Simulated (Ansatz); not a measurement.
Cost and result for the atomization energy of C₃H₇BFN, SMILES `NCB/C=C/F` (13 atoms, 12 bonds).

Z-matrix (Å, degrees):
```
C
B 1 1.565
N 1 1.465 2 120.5
H 1 1.101 2 108.1 3 -125.1
H 1 1.101 2 108.1 3 125.1
C 2 1.530 1 121.8 3 -179.8
H 2 1.204 1 120.4 3 0.2
H 3 1.013 1 109.7 2 -57.7
H 3 1.013 1 109.7 2 57.9
C 6 1.331 2 118.2 1 -180.0
H 6 1.088 2 124.1 1 0.0
F 10 1.327 6 123.4 2 -180.0
H 10 1.086 6 124.8 2 -0.0
```

Total charge 0; spin multiplicity 1. All single points use the PBE0-D4/def2-TZVP geometry. It is one conformer, not always the lowest. Program: Ansatz. All runs use 4 threads of an Arm Neoverse V2 on a shared host. Times are those of one run each, without the atoms' runs, and a repeat can differ threefold. Electronic energies, without spin–orbit coupling; frozen cores. CCSD(T)/CBS adds CCSD(T) − MP2 in def2-TZVPP to the MP2 limit, and its time is that of the two runs behind it. T1 = 0.012. B3LYP takes the VWN-RPA correlation (the form of Gaussian; ORCA's B3LYP/G).

CCSD(T)/CBS is a level of theory with its own doubt, some kJ/mol a heavy atom from the limit and from the frozen cores, so smaller differences don't rank the functionals.

```tsv
level	functions	wall time
PBE-D4/def2-TZVPP (with forces)	284	2.7 s
PBE0-D4/def2-TZVPP	284	2.9 s
B3LYP-D4/def2-TZVPP (with forces)	284	4.8 s
r2SCAN-D4/def2-TZVPP (with forces)	284	4.9 s
B2PLYP/def2-TZVPP	284	6.5 s
ωB97X-V/def2-TZVPP	284	8 s
ωB97M-V/def2-TZVPP (with forces)	284	12 s
MP2/def2-QZVPP	552	30 s
CCSD(T)/def2-TZVPP	284	5.6 min
CCSD(T)/CBS(def2)	–	6.1 min
```

**Question.** What atomization energy does each give, and how far from CCSD(T)/CBS? (Estimate.)

**Answer.** Computed: 
| level | atomization (kJ/mol) | difference from CCSD(T)/CBS | per bond |
| --- | --- | --- | --- |
| PBE-D4/def2-TZVPP (with forces) | 5267.4 | 177.1 | 14.8 |
| PBE0-D4/def2-TZVPP | 5156.1 | 65.8 | 5.5 |
| B3LYP-D4/def2-TZVPP (with forces) | 5131.4 | 41.1 | 3.4 |
| r2SCAN-D4/def2-TZVPP (with forces) | 5130.6 | 40.3 | 3.4 |
| B2PLYP/def2-TZVPP | 5072.1 | -18.2 | -1.5 |
| ωB97X-V/def2-TZVPP | 5120.5 | 30.2 | 2.5 |
| ωB97M-V/def2-TZVPP (with forces) | 5134.4 | 44.1 | 3.7 |
| MP2/def2-QZVPP | 5135.5 | 45.2 | 3.8 |
| CCSD(T)/def2-TZVPP | 4963.0 | -127.3 | -10.6 |
| CCSD(T)/CBS(def2) | 5090.3 | 0.0 | 0.0 |

In def2-TZVPP, CCSD(T) changes the Hartree–Fock value by +1250.4 kJ/mol (the triples alone add +79.4 kJ/mol) and MP2 by +1347.7 kJ/mol; breaking electron pairs costs correlation energy, which Hartree–Fock lacks. From PBE to PBE0 (25 % exact exchange), in def2-TZVPP and without D4, the atomization energy moves by −107.9 kJ/mol: exact exchange takes away binding that semilocal exchange gives to molecules. The D4 term adds +33.6 kJ/mol with B3LYP and +17.7 kJ/mol with PBE0; it sums over pairs of atoms, weighted by their polarisabilities, and B3LYP, whose exchange is more repulsive, gets the larger term.
